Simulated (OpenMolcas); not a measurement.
An atom or ion with 22 electrons was computed by MS-RASPT2, IPEA 0.25 Eh, imaginary shift 0.1 Eh with spin-orbit coupling (OpenMolcas, ANO-RCC-VTZP, DKH2). The lowest levels that the run gave, each within 12 % of the measured value where one is at hand:

```
J  Parity  E (cm-1)      g
0    even       0.0       
1    even       299  1.501
2    even       864  1.501
3    even      1652  1.501
4    even      2620  1.500
0    even     30840       
4    even     32260  0.814
1    even     32610  1.498
5    even     32940  1.038
6    even     33640  1.166
2    even     35180  0.669
3    even     35270  1.053
```

Which ion is it, and what are the configurations and terms?

Ni6+ (Z = 28, charge +6; active space 10 electrons in 8 orbitals (RAS1 3p, at most 2 holes; RAS2 3d)). J, parity and g give the terms where levels are pure, and mixed ones are named by the computed weights; the size of the splittings, set against known spectra of the 22-electron sequence, gives the charge. In order, with the measured energies in cm-1 (Corliss and Sugar, J. Phys. Chem. Ref. Data 10, 197 (1981)): 3d4 5D0, 3d4 5D1 (279), 3d4 5D2 (804), 3d4 5D3 (1520), 3d4 5D4 (2392), 3d4 3P0(1) (30077), 3d4 3H4 (31672), 3d4 3P1(1) (31836), 3d4 3H5 (32286), 3d4 3H6 (32877), 3d4 3F2(1) (34247), 3d4 3F3(1) (34317).

CASPT2 breaks the degeneracy within a term, and the mean is taken; among the terms shown or strongly mixed into the levels shown the widest spread is 530 cm-1 (3d4 3H). Active for correlation alone: 3p; no level in the range computed is led by a configuration that opens it, so any true level of that kind is missing. Measured partners are found by configuration, term and J. A level has none where our copy of the source lacks it or the pairing is in doubt (some pairs that miss far off the trend of their configuration count as doubtful), and it then counts in no deviation. Levels of configurations outside the active space are missing.

A number in round brackets counts repeated terms of one configuration in the order of the reference energies.
